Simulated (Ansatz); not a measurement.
H2OZn (SMILES [OH][ZnH]) moved off its minimum; all values from Ansatz (an electronic-structure program), cores frozen in correlated methods.
(charge 0, multiplicity 1)
```xyz
4

Zn    -0.39454    -0.12322    -0.02525
H     -1.78193    -0.74038    -0.20117
O      1.35223     0.44023     0.11480
H      1.54048     1.31676     0.24445
```

Forces at wB97M-V/def2-TZVPP (eV/Å):

```
atom      Fx      Fy      Fz
----  ------  ------  ------
Zn1    0.909   0.218  -0.002
H2     0.315   0.184   0.077
O3    -1.819  -3.558  -0.543
H4     0.595   3.156   0.468
```

Problem. Give the forces (eV/Å), the total energy and the dipole at CCSD(T)/def2-TZVPPD.

Solution. 
```json
[
 {"atom": "Zn1", "Fx": "0.849", "Fy": "0.222", "Fz": "0.001"},
 {"atom": "H2", "Fx": "0.294", "Fy": "0.163", "Fz": "0.070"},
 {"atom": "O3", "Fx": "-1.754", "Fy": "-3.626", "Fz": "-0.552"},
 {"atom": "H4", "Fx": "0.611", "Fy": "3.240", "Fz": "0.481"}
]
```
Energy -1854.6119 hartree, dipole 1.63 D.
